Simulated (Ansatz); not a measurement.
The molecule BS, multiplicity 2 (the spin of the measured ground state).

D_e counts from the fitted minimum to each atom's lowest state at the same level, without counterpoise.

Frozen-core correlation.

Programs: Ansatz (Gaussian orbitals). Values without a source in brackets are computed.

PBE/def2-TZVPP gives 144.57 kcal/mol for the bond energy D_e.

How do the other levels lie against it? Give each less PBE: r2SCAN/def2-TZVPP, B3LYP/def2-TZVPP, wB97M-V/def2-TZVPP, B2PLYP/def2-TZVPP, CCSD(T)/def2-QZVPP.

r2SCAN/def2-TZVPP -1.46; B3LYP/def2-TZVPP -11.44; wB97M-V/def2-TZVPP -9.72; B2PLYP/def2-TZVPP -10.37; CCSD(T)/def2-QZVPP -13.37 kcal/mol. 0 of 5 lie above PBE; the widest gap is to CCSD(T)/def2-QZVPP.

Doubts at one or more of the structures used: a spin-contaminated determinant (CCSD(T)/def2-QZVPP).

Ansatz is a program for electronic structure.
